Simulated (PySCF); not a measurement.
CCl2F, SMILES Cl[C](Cl)F (connectivity only; charge and spin as stated), charge +1, multiplicity 1.

Geometry: B3LYP-D3(BJ)/def2-SVP. The spin state was assumed, not searched. The isomer is the one that the SMILES or the coordinates give; other isomers of the formula were not compared.

These are B3LYP-D3(BJ)/def2-SVP (PySCF) values and carry that method's errors.

Frequencies are harmonic and unscaled.

Computed harmonic wavenumbers and intensities:
| mode | ν (cm⁻¹) | IR (km/mol) | Raman (Å⁴/amu) | depolarisation | moving atoms (share of kinetic energy) |
|---|---|---|---|---|---|
| 1 | 331 | 0.3 | 4.8 | 0.64 | Cl 72 %, F 17 %, C 10 % |
| 2 | 449 | 2.7 | 2.2 | 0.75 | F 59 %, Cl 40 % |
| 3 | 594 | 6.0 | 0.7 | 0.75 | C 86 % |
| 4 | 650 | 3.1 | 10.1 | 0.11 | Cl 58 %, F 32 %, C 10 % |
| 5 | 1142 | 422.2 | 0.6 | 0.75 | C 86 %, Cl 13 % |
| 6 | 1412 | 311.9 | 1.7 | 0.11 | C 67 %, F 32 % |
